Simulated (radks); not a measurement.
Species: S. Configuration: [Ne] 3s2 3p4 (the NIST ground configuration). Calculated with a radial shooting solver on a logarithmic mesh with Libxc functionals: scalar-relativistic Kohn-Sham, SCAN, spin-polarised, spherical densities, finite nucleus; open shells are filled with parallel spins first; meta-GGA in the generalised Kohn-Sham scheme; Fermi nuclear charge, rms radius 3.2611 fm.

Unscreened Slater integrals over Kohn-Sham orbitals (cm^-1). They are taken over the spin-up orbitals.

| integral | value |
|---|---|
| F0(3p,3p) | 98329 |
| F2(3p,3p) | 49042 |
| F0(3p,3s) | 106450 |
| G1(3p,3s) | 69546 |
| F0(3p,2p) | 135240 |
| F2(3p,2p) | 20563 |
| G0(3p,2p) | 8001.4 |
| G2(3p,2p) | 7882.4 |
| F0(3s,3s) | 116810 |
| F0(3s,2p) | 155820 |
| G1(3s,2p) | 10590 |
| F0(2p,2p) | 456310 |
| F2(2p,2p) | 211200 |

Derived for the open shells (J is the average intra-shell exchange parameter used in DFT+U). 3p: J = F2/5 = 9808 cm^-1; in LS coupling 1D lies 6 F2/25 = 11770 cm^-1 above 3P.
